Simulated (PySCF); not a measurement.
A GIAO shielding run with PySCF 2.14 (density fitting, non-relativistic, gas phase) on SMILES C/C=C1\[SiH2][C@@H](OCC)[C@@H]1F, C7H13FOSi:

```
$ OMP_NUM_THREADS=1 python probes_run.py task.json out

{"job": {"kind": "nmr", "xc": "PBE0", "basis": "pcSseg-1"}, "charge": 0, "multiplicity": 1}
C     -3.947516    -0.287667     0.046374
C     -2.628846    -0.415068    -0.632234
C     -1.464094    -0.168063    -0.049861
Si    -0.805082     0.509974     1.585627
C      0.693807     0.582484     0.369339
O      1.869565    -0.022083     0.854417
C      3.056143     0.263850     0.141948
C      3.134824    -0.368320    -1.244651
C     -0.094872    -0.223600    -0.687511
F     -0.052730     0.322124    -1.958300
H     -4.566433     0.442085    -0.474539
H     -4.475122    -1.240643     0.024524
H     -3.815633     0.026443     1.078965
H     -2.659761    -0.724017    -1.672082
H     -1.333582     1.792823     2.047762
H     -0.629197    -0.455999     2.663133
H      0.908454     1.584631    -0.023465
H      3.180879     1.354640     0.056438
H      3.854866    -0.129567     0.777238
H      2.986826    -1.443635    -1.175928
H      2.382111     0.049827    -1.907455
H      4.115619    -0.176174    -1.672367
H      0.285023    -1.247059    -0.778178
```

Hardware: 1 thread of an Arm Neoverse N1, shared host. The job also computes population analyses, field gradients, ring-centre shieldings.

Q: How large is the calculation?

A: 86 electrons, 242 basis functions and 1274 auxiliary functions.

Q: How long does it take, and how much memory does it need?

A: 110 s of wall time, with 14 SCF cycles and 5 response iterations; peak memory 1 GiB. Times on a shared host scatter by some tens of per cent.
